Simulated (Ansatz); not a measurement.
Molecule: sum formula NbOF₂, charge 0, multiplicity 2. The spin state was set by rule; other spins were not relaxed. 
Geometry from a B3LYP-D3(BJ)/def2-TZVP (Ansatz, a first-principles code) optimisation:
```
Nb
O 1 1.6988
F 1 1.8876 2 114.23
F 1 1.8876 2 114.23 3 -160.61
```
Charge 0, spin multiplicity 2.

Quantity: atomisation energy (electronic, to ground-state atoms), in eV. Valence correlation only, unless marked. Open shells are spin-unrestricted. No spin-orbit coupling. The frozen core is the preceding noble-gas configuration, with the filled d and f shells of earlier blocks. In def2 rows, elements after Kr have scalar-relativistic effective core potentials. The coupled-cluster limit lacks core correlation, which all-electron functionals hold. CBS(X,Y): correlation extrapolated as X^-3; Hartree-Fock from the larger set. [CCSD(T)-MP2]/basis is that difference in the basis named.

```tsv
level	program	atomisation energy (eV)
HF/def2-QZVPP	Ansatz	12.02
PBE/def2-TZVPD	Ansatz	20.97
PBE-D4/def2-TZVPD	Ansatz + dftd4	21.04
revPBE-D3(BJ)/def2-TZVPD	Ansatz + dftd3	20.20
revPBE/def2-TZVPD	Ansatz	20.07
PBE0-D3(BJ)/def2-TZVP	Ansatz + dftd3	19.32
PBE0-D4/def2-TZVP	Ansatz + dftd4	19.33
PBE0/def2-TZVPD	Ansatz	19.31
r2SCANh/def2-TZVPD	Ansatz	19.41
r2SCAN0/def2-TZVPD	Ansatz	18.57
HSE06/def2-TZVPD	Ansatz	19.32
LC-wPBE/def2-TZVPD	Ansatz	19.81
wB97M-V/def2-TZVPD	Ansatz	19.74
wB97X/def2-TZVPD	Ansatz	20.58
B2PLYP-D4/def2-TZVPD	Ansatz + dftd4	20.27
RPA@PBE/def2-QZVPP	Ansatz	18.25
RI-MP2/def2-TZVPP	Ansatz	20.87
RI-MP2/def2-QZVPPD	Ansatz	21.30
CCSD/def2-TZVPP	Ansatz	18.74
CCSD(T)/def2-TZVPP	Ansatz	19.58
RI-MP2/CBS(def2-TZVPP,def2-QZVPP)+[CCSD(T)-MP2]/def2-TZVPP	Ansatz	20.20
```
